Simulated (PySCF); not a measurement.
**Radial density of Tc²⁺ (technetium, charge +2)**

UHF, [Kr] 4d5, high-spin 6S determinant. Calculation: PySCF 2.14, in aug-cc-pVDZ-PP with ECP28MDF (5s5p4d2f, 54 functions); scalar relativity through the core potential. This is the valence pseudo-density: the core potential removes the inner electrons and smooths the orbitals near the nucleus.

| r (bohr) | 4πr²ρ (e/bohr) | 4πr²(ρα − ρβ) |
| --- | --- | --- |
| 0.0393 | 2.583e-05 | 0.0000 |
| 0.0661 | 7.126e-05 | 0.0000 |
| 0.111 | 0.0003252 | 0.0001 |
| 0.187 | 0.003574 | 0.0011 |
| 0.315 | 0.07616 | 0.0241 |
| 0.529 | 1.907 | 0.3850 |
| 0.891 | 11.26 | 2.4749 |
| 1.50 | 7.494 | 3.2749 |
| 2.52 | 1.031 | 0.8630 |
| 4.24 | 0.03207 | 0.0318 |

Energies and moments cover only the electrons outside the core potential.
